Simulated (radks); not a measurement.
Problem. Numerical settings for neutral thallium, [Hg] 6p1. Method: Dirac Kohn-Sham, PBEsol, spin-unpolarised, spherical densities, finite nucleus; open shells fill j = l - 1/2 first; Fermi nuclear charge, rms radius 5.4759 fm; computed with a radial shooting solver on a logarithmic mesh with Libxc functionals. The defaults (mesh step 0.008 in ln r, mesh end at 40 bohr or more with all orbitals vanishing there, Anderson mixing 0.5 over 9 steps, residual threshold near 1e-9 with the energy settled to 1e-9 hartree or 1e-11 of itself, here a cap of 96 iterations) give E = -20278.067 hartree and 6p1/2 at -2.843 eV in 15 iterations. Run on one thread of a shared host, so times are rough (Arm Neoverse V1): 0.19 s of CPU time, 0.19 s wall, 15 iterations on 2440 mesh points. One setting is changed at a time: mesh step in ln r 0.08; mesh step in ln r 0.12; mesh step in ln r 0.005; mesh end (bohr) 3; mesh end (bohr) 1; residual threshold 1e-16; residual threshold 0.01; mixing 1.5; linear mixing, mixing 0.5; linear mixing, mixing 1; mixing history 20; iteration cap 5. Which runs fail to converge, and which converge to a wrong energy?

Solution. Not converged within the cap: mesh step in ln r 0.08; mesh step in ln r 0.12; residual threshold 1e-16; linear mixing, mixing 1; iteration cap 5. Settled on a wrong energy, with an occupied level pushed above zero by the early mesh end: mesh end (bohr) 3 (+2.15 hartree); mesh end (bohr) 1 (+355 hartree). Apart from these: no run marked as converged misses the energy by more than 1 mhartree.
